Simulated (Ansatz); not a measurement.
Geometry optimisation, RKS PBE-D4/def2-SVP (Ansatz).

The input (input.yaml):

```yaml
crystal:
  periodic: [false, false, false]
  atoms:
    - { symbol: B, position_ang: [-0.05049, -0.245536, 0.105988] }
    - { symbol: O, position_ang: [-0.047114, -0.428018, 1.48084] }
    - { symbol: H, position_ang: [-0.957589, -0.49639, 1.818643] }
    - { symbol: F, position_ang: [1.107457, -0.184789, -0.53495] }
    - { symbol: F, position_ang: [-1.191502, -0.211181, -0.582744] }
    - { symbol: Cl, position_ang: [0.046779, 2.718583, 0.874799] }
    - { symbol: H, position_ang: [0.332659, 1.73203, 1.731925] }
basis:
  gaussian: { orbitals: def2-SVP }
hamiltonian:
  xc: pbe
  dispersion: d4
relax:
  f_tol: 0.03
  max_steps: 50
output:
  orbitals: {}
```

Command:

```bash
$ ansatz run input.yaml --threads 2 --pin off --max-ram 3072MiB --backend cpu --events-out ev --progress --plain --runs-dir out
```

Q: Where does it end, and by what steps?

A: The forces met the threshold. After 8 steps the energy has fallen by 0.051 eV; Cl6 moved furthest, 0.43 Å.

| step | energy less start (eV) | largest force component (eV/Å) | accepted |
| --- | --- | --- | --- |
| 0 | 0.0000 | 0.699 | yes |
| 1 | -0.0017 | 1.121 | yes |
| 2 | -0.0295 | 0.643 | yes |
| 3 | -0.0393 | 0.588 | yes |
| 4 | -0.0473 | 0.225 | yes |
| 5 | -0.0406 | 0.358 | no |
| 6 | -0.0499 | 0.130 | yes |
| 7 | -0.0496 | 0.166 | no |
| 8 | -0.0507 | 0.016 | yes |

```xyz
7
Properties=species:S:1:pos:R:3
B -0.068 -0.342 0.055
O -0.075 -0.244 1.419
H -0.972 -0.356 1.785
F 1.081 -0.212 -0.591
F -1.186 -0.582 -0.633
Cl 0.146 2.929 1.235
H 0.315 1.692 1.623
```

Whether the end is a true minimum wasn't checked by a vibrational analysis.

Time of the run: 12 s on 2 threads of Arm Neoverse V2, on a shared host, peak memory 0.14 GiB.
